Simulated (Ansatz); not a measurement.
C4H9OSn, charge +1, singlet, geometry from GFN2-xTB (such geometries of metal compounds can be far from the true shape) (all electrons, no relativity). Base run: R2SCAN/STO-3G in Ansatz (a quantum-chemistry and plane-wave program).

The Ansatz input:
Ansatz 0.2 input:
```yaml
crystal:
  periodic: [false, false, false]
  atoms:
    - {symbol: Sn, position_ang: [0.57860348, 0.99037821, 0.99602755]}
    - {symbol: O, position_ang: [-0.13951525, -0.23880407, -0.24016626]}
    - {symbol: C, position_ang: [-0.69301889, -1.18621963, -1.19298609]}
    - {symbol: C, position_ang: [0.35754660, -2.26620988, -1.41139384]}
    - {symbol: C, position_ang: [-1.96370062, -1.75208190, -0.57416742]}
    - {symbol: C, position_ang: [-0.98384300, -0.41492838, -2.47294697]}
    - {symbol: H, position_ang: [0.00267037, -3.01018296, -2.11844506]}
    - {symbol: H, position_ang: [0.57924891, -2.75285016, -0.46071701]}
    - {symbol: H, position_ang: [1.26974182, -1.81057548, -1.79876224]}
    - {symbol: H, position_ang: [-1.71926578, -2.24375716, 0.36831025]}
    - {symbol: H, position_ang: [-2.42869660, -2.47166480, -1.24150070]}
    - {symbol: H, position_ang: [-2.66452557, -0.93918319, -0.37975242]}
    - {symbol: H, position_ang: [-0.05851124, 0.02257598, -2.84991934]}
    - {symbol: H, position_ang: [-1.69426393, 0.38487527, -2.25993678]}
    - {symbol: H, position_ang: [-1.40235463, -1.07107684, -3.23035818]}
basis:
  gaussian:
    orbitals: STO-3G
hamiltonian:
  xc: r2scan
total_charge: 1
```

The base run was repeated with changes; each row names its change, and settings that it needs were set with it.

```csv
change,ΔE vs base (kcal/mol)
base,0.000
"final_grid = 4, 8, 17",-2.48
"final_grid = 14, 28, 59",-0.065
"final_grid = 10, 20, 41",-0.508
"final_grid = 6, 12, 29",-2.33
lower_state_search = light,0.000
forces = on,0.000
"point_charge = charge:-1.0 position_ang:-4.0467, -5.8938, 1.7231",-44.37
"point_charge = charge:0.5 position_ang:2.2542, -1.8516, -6.9297",21.38
accuracy = high,0.001
```
